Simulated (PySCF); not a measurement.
AlFH4O2SSi, SMILES F[SiH2][S][Al]([OH])[OH]. Atoms are numbered in the order given.

```xyz
10

Si    -1.8021    -0.3873     0.0955
F     -0.6135    -0.6492    -1.1501
S     -0.5424     0.6084     1.4209
Al     0.9652     0.1007    -0.2352
O      1.5750     1.3609    -1.2044
O      1.9210    -1.2703     0.0811
H     -2.2682    -1.7504     0.4404
H     -2.8673     0.3870    -0.5858
H      1.2629     2.2687    -1.2174
H      2.7865    -1.4080    -0.3134
```

The structure is a stationary point at B3LYP-D3(BJ)/def2-SVP. The structure was generated by enumeration; whether it is a known compound was not checked. The values are those of a single conformer.

All values below come from PySCF 2.14.0 with TDDFT-LC-ωPBE/def2-SVPD.

Vertical excitations. Gas-phase values at a fixed geometry.

Computed excitation energies, oscillator strengths and character:
```
state  energy (eV)  λ (nm)      f                                                                    main pairs
-----  -----------  ------  -----  ----------------------------------------------------------------------------
S1            5.81     213  0.004                                                                HOMO→LUMO 92 %
S2            6.92     179  0.028        HOMO→LUMO+2 40 %, HOMO→LUMO+1 20 %, HOMO→LUMO+3 17 %, HOMO→LUMO+13 6 %
S3            7.32     169  0.030                          HOMO→LUMO+1 45 %, HOMO→LUMO+2 18 %, HOMO→LUMO+8 13 %
S4            7.47     166  0.034                                            HOMO−1→LUMO 57 %, HOMO−2→LUMO 16 %
S5            7.89     157  0.008                                        HOMO−2→LUMO+1 46 %, HOMO−1→LUMO+1 20 %
S6            7.98     155  0.023                          HOMO−5→LUMO 49 %, HOMO−6→LUMO 17 %, HOMO−4→LUMO 17 %
S7            8.18     152  0.022      HOMO→LUMO+3 24 %, HOMO−3→LUMO+1 16 %, HOMO−7→LUMO 12 %, HOMO→LUMO+5 10 %
S8            8.21     151  0.081  HOMO−1→LUMO+1 22 %, HOMO−3→LUMO+1 16 %, HOMO−2→LUMO+1 8 %, HOMO−2→LUMO+4 5 %
S9            8.35     148  0.082   HOMO−7→LUMO 30 %, HOMO−3→LUMO+1 16 %, HOMO−1→LUMO+1 10 %, HOMO−2→LUMO+1 6 %
S10           8.47     146  0.128        HOMO→LUMO+6 23 %, HOMO→LUMO+7 20 %, HOMO→LUMO+10 12 %, HOMO→LUMO+4 5 %
T1            5.52     225      0                                                                HOMO→LUMO 87 %
T2            6.52     190      0        HOMO→LUMO+2 38 %, HOMO→LUMO+3 16 %, HOMO→LUMO+1 14 %, HOMO→LUMO+13 8 %
T3            6.91     179      0                          HOMO−1→LUMO 56 %, HOMO−2→LUMO 15 %, HOMO−6→LUMO 12 %
T4            7.00     177      0                          HOMO→LUMO+1 43 %, HOMO→LUMO+8 13 %, HOMO→LUMO+2 13 %
```
Triplets are in the Tamm–Dancoff approximation, which puts them higher than full response would, so one can lie above its singlet here.
